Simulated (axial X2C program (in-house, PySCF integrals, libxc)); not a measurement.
Outer orbitals of AsO at 1.616 Å, PW91

Calculated with an in-house all-electron X2C program for linear molecules (integrals from PySCF). Spin-free means the one-electron spin-free X2C Hamiltonian; two-component (2c) means X2C with spin–orbit coupling and atomic mean-field two-electron Coulomb and Gaunt terms, so the difference of the two also holds small scalar two-electron terms. Basis: As dyall-cv3z [9s9p6d4f1g], O dyall-av3z [7s6p3d2f] (cores contracted in-house); Gaussian nuclei, density fitting, unrestricted open shells. Masses: As 74.922 u, O 15.995 u.

The distance is close to the 2c PBE0 minimum; the highest filled and lowest empty levels are listed.

Spin-free orbitals, state M_S = 1/2, Λ = 1 (beyond evenly filled blocks: π+α) (Löwdin shares):

| symmetry | occupied | ε (eV) | atomic character |
| --- | --- | --- | --- |
| σα | yes | -24.54 | 68% O s, 11% As s, 9% As p |
| σβ | yes | -24.24 | 67% O s, 11% As s, 10% As p |
| σα | yes | -14.54 | 52% As s, 25% O p, 12% O s |
| σβ | yes | -13.95 | 50% As s, 27% O p, 12% O s |
| σα | yes | -9.03 | 57% O p, 26% As p, 9% As s |
| π+α | yes | -8.99 | 70% O p, 25% As p, 2% As d |
| π-α | yes | -8.99 | 70% O p, 25% As p, 2% As d |
| σβ | yes | -8.76 | 54% O p, 27% As p, 11% As s |
| π-β | yes | -8.53 | 72% O p, 22% As p, 3% As d |
| π+β | yes | -8.53 | 72% O p, 22% As p, 3% As d |
| π+α | yes | -4.61 | 60% As p, 24% O p, 8% As d |
| π-α | no | -4.61 | 60% As p, 24% O p, 8% As d |
| π-β | no | -3.79 | 63% As p, 22% O p, 7% As d |
| π+β | no | -3.79 | 63% As p, 22% O p, 7% As d |
| σα | no | -0.69 | 53% As p, 22% As d, 11% O p |

A filled and an empty partner (Λ and −Λ, same spin) share one energy because the functional has no current term.

Spinors with spin–orbit coupling (state Ω = 1/2):

```tsv
ω	occupied	ε (eV)	atomic character	λ mixture
-1/2	yes	-24.52	68% O s, 11% As s, 9% As p	100% σ
1/2	yes	-24.21	67% O s, 11% As s, 10% As p	100% σ
-1/2	yes	-14.52	52% As s, 25% O p, 12% O s	100% σ
1/2	yes	-13.93	50% As s, 27% O p, 12% O s	100% σ
-1/2	yes	-9.01	57% O p, 26% As p, 9% As s	99% σ, 1% π
1/2	yes	-9.01	69% O p, 26% As p, 2% As d	98% π, 2% σ
-3/2	yes	-8.94	71% O p, 24% As p, 2% As d	100% π
1/2	yes	-8.73	55% O p, 26% As p, 11% As s	98% σ, 2% π
-1/2	yes	-8.53	72% O p, 23% As p, 3% As d	99% π, 1% σ
3/2	yes	-8.47	73% O p, 22% As p, 3% As d	100% π
1/2	yes	-4.66	59% As p, 24% O p, 8% As d	100% π
-3/2	no	-4.52	61% As p, 23% O p, 8% As d	100% π
-1/2	no	-3.84	62% As p, 22% O p, 7% As d	100% π
3/2	no	-3.70	63% As p, 21% O p, 7% As d	100% π
-1/2	no	-0.68	53% As p, 22% As d, 11% O p	100% σ
```

How does the gap between the highest filled and lowest empty level change from the spin-free to the 2c table?

From 0.00 to 0.14 eV at PW91, a change of 0.14 eV.

Mulliken charges and populations of the two-component result (they depend on the basis, above all on diffuse functions):

As 0.62 e (s 7.83 p 14.43 d 10.10 f 0.02), O -0.62 e (s 4.00 p 4.57 d 0.04 f 0.01). ⟨Lz⟩ = 1.00 ħ and ⟨Sz⟩ = -0.50 ħ (-0.42 and -0.08 on the two atoms), which add up to Ω.

The state is a single determinant with fixed occupations, the lowest that a limited PBE0 search found. Density functionals use the spin component along the axis (collinear). The functionals have no current-density term, which raises determinants with orbital currents, atoms included.
